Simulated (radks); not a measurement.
Spherical quantum dot in the effective-mass picture: electrons in a hard-walled sphere of radius 1.48, all in effective atomic units (hartree* = m*/eps^2 hartree, bohr* = eps/m* bohr), one dielectric constant everywhere. Method: non-relativistic Kohn-Sham, PBE, spin-polarised, spherical densities; computed with a radial shooting solver with Libxc functionals. Levels are named by radial order and angular momentum (1s, 1p, 1d, 2s, ...), and open shells are averaged over m. Results are scaled to m* = 0.593 and eps = 17.8, for which hartree* = 50.93 meV and bohr* = 1.588 nm.

N = 29, configuration 1s2 1p6 1d10 2s(up 1, down 0) 1f(up 7, down 3). This is the lowest configuration that the search found. Occupied and some empty levels:

level,occupation,eigenvalue (meV),<r> (nm)
1s up,1,1452.6,1.443
1s down,1,1460.5,1.451
1p up,3,1529.3,1.558
1p down,3,1536.2,1.558
1d up,5,1648.2,1.637
1d down,5,1655.0,1.636
1f up,7,1803.9,1.696
2s up,1,1808.8,1.079
1f down,3,1810.8,1.695
2s down,0,1828.5,1.092
1g up,0,1993.4,1.744
1g down,0,2000.6,1.743
2p up,0,2029.2,1.234
2p down,0,2040.5,1.242
2d up,0,2281.8,1.340
2d down,0,2289.3,1.344

Energy (meV): total 29746.4, kinetic 12200, external 0, Hartree 19279, exchange-correlation -1732.7.

Electron density:

r (nm),n(r) (e/nm^3)
0.124,0.4401
0.241,0.4234
0.359,0.4004
0.476,0.3774
0.593,0.3627
0.710,0.3653
0.827,0.3940
0.944,0.4554
1.06,0.5511
1.18,0.6748
1.30,0.8109
1.41,0.9338
1.53,1.012
1.65,1.013
1.76,0.9175
1.88,0.7261
2.00,0.4788
2.11,0.2333
2.23,0.06045
2.35,0.00009049
